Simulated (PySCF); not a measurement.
C₃H₇FSi, SMILES C1CC1[SiH2]F.

Geometry: PBE-D3(BJ)/def2-SVP. This is a generated structure with no PubChem entry under its InChIKey; it may be hypothetical. The values are those of a single conformer.

Method: PBE0/def2-TZVP (PySCF).

Gas-phase values at a fixed geometry.

```
Quantity                                                                                                        Value
---------------------------------------------------------------------------------------------  ----------------------
total energy                                                                                       -507.63281 hartree
highest occupied level                                                                                       -8.49 eV
lowest empty level                                                                                            0.32 eV
orbital gap                                                                                                   8.80 eV
dipole moment                                                                                                  2.13 D
quadrupole, principal values (traceless, Buckingham form, about the centre of nuclear charge)   -5.20, 1.15, 4.05 D·Å
mean static polarisability                                                                       58.9 bohr³ (8.72 Å³)
polarisability, principal values                                                               53.8, 55.3, 67.5 bohr³
```
